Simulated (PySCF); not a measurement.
# How methods differ on the ionisation energy of La⁺

La⁺ [Xe] 5d2 (3F) → La²⁺ [Xe] 5d1 (2D), as a difference of total energies. Computed with PySCF 2.14 in def2-QZVPPD with the def2 core potential (46 electrons), with a scalar-relativistic core potential. Correlated levels: valence: nothing frozen outside the core potential. The calculations carry no spin-orbit coupling.

```json
{"method": "UHF", "ionisation energy (eV)": "10.463"}
{"method": "MP2 (valence)", "ionisation energy (eV)": "10.965"}
{"method": "SCS-MP2 (valence)", "ionisation energy (eV)": "10.871"}
{"method": "CCSD (valence)", "ionisation energy (eV)": "10.994"}
{"method": "CCSD(T) (valence)", "ionisation energy (eV)": "11.023"}
```

Q: How much does correlation contribute at CCSD(T) (valence)?

A: 11.023 − (10.463) = 0.560 eV, measured against UHF.

The reference lies between the lowest fine-structure levels, while these numbers refer to the centres of the terms.

Errors of the correlated levels include the incompleteness of this basis.

For comparison: 11.185 eV (measured; NIST Atomic Spectra Database, ionization energies).
